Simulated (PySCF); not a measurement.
**Basis set benchmark on one molecule**

Molecule: `ONc1ccccc1`, C$_{6}$H$_{7}$NO.

Structure with atom numbers: `[OH:1][NH:2][c:3]1[cH:4][cH:5][cH:6][cH:7][cH:8]1`. Hydrogens are named by the atom that carries them.

Geometry PBE0-D3(BJ)/def2-SVP throughout; GIAO in PySCF, gas phase, one conformer, non-relativistic; equivalent atoms averaged; functional PBE0.

Reference values (estimated from measurements, as parent shift plus tabulated substituent increments; solution, not stated per compound (mostly CDCl3 or CCl4); Pretsch, Buehlmann, Badertscher, Structure Determination of Organic Compounds, 4th ed. (2009)): δ(C4/C8) = 115.4 ppm, δ(C5/C7) = 126.3 ppm, δ(C6) = 123.2 ppm. Computed shifts are taken against TMS, calculated as an isolated molecule at each level.

Problem. How do the basis sets STO-3G, pcSseg-0, 6-31G, 6-31G*, cc-pVDZ, def2-SVP, pcSseg-1, aug-cc-pVDZ, 6-311+G(2d,p), def2-TZVP perform against the reference? Times are CPU seconds on shared hosts with different chips, so compare them loosely.

Solution. 
```tsv
basis set	functions	C4/C8	C5/C7	C6	mean abs. error C	core-s
STO-3G	47	99.3	110.6	105.3	16.6	3.7
pcSseg-0	86	120.3	139.0	129.4	7.9	7.9
6-31G	86	107.9	125.2	116.5	5.1	9
6-31G*	126	105.1	123.1	113.6	7.7	13
cc-pVDZ	147	109.7	128.8	118.7	4.2	17
def2-SVP	147	108.4	127.2	117.0	4.7	16
pcSseg-1	171	114.8	134.6	124.6	3.4	17
aug-cc-pVDZ	247	109.2	128.1	118.2	4.3	37
6-311+G(2d,p)	258	113.4	132.7	122.7	3.0	35
def2-TZVP	290	114.5	134.3	123.8	3.2	47
```

For $^{13}$C the closest is 6-311+G(2d,p) (3.0 ppm, with def2-TZVP practically level) and the furthest STO-3G (16.6 ppm). Where a smaller basis beats a larger one, errors probably cancel. One molecule is a small sample, and vibrational and solvent effects are absent from the calculation.

A small basis that lands close on one nucleus may do so by chance; judge by the trend and by all nuclei.
